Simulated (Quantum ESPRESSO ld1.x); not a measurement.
These are the eigenvalues of the occupied orbitals of an atom or ion with whole-number occupations (Ry). All-electron calculation, scalar-relativistic Kohn-Sham, LDA (Slater exchange, Perdew-Zunger correlation), spin-polarised, spherical densities, point nucleus. Program: ld1.x of Quantum ESPRESSO 7.5.

| orbital | eigenvalue |
|---|---|
| 1s up | -3614.96 |
| 1s down | -3614.95 |
| 2s up | -646.515 |
| 2s down | -646.456 |
| 2p up | -583.197 |
| 2p down | -583.149 |
| 3s up | -189.216 |
| 3s down | -189.175 |
| 3p up | -169.504 |
| 3p down | -169.460 |
| 3d up | -143.496 |
| 3d down | -143.441 |
| 4s up | -79.8354 |
| 4s down | -79.6719 |
| 4p up | -72.6881 |
| 4p down | -72.5263 |
| 4d up | -62.9617 |

Which element is it, and in what charge state? The configuration may be excited. Open shells, if any, are filled with parallel spins first.

Answer. Z = 63, europium, charge +26: Eu26+ in [Kr] 4d1. The list shows which subshells hold electrons but not how many an open one holds; the 1s level, -1807.5 hartree, gives Z - s = 60.1 by -(Z - s)^2/2, which with screening and relativity narrows Z to a few neighbours, and the depths of the outer levels then fix element, charge and occupations together.
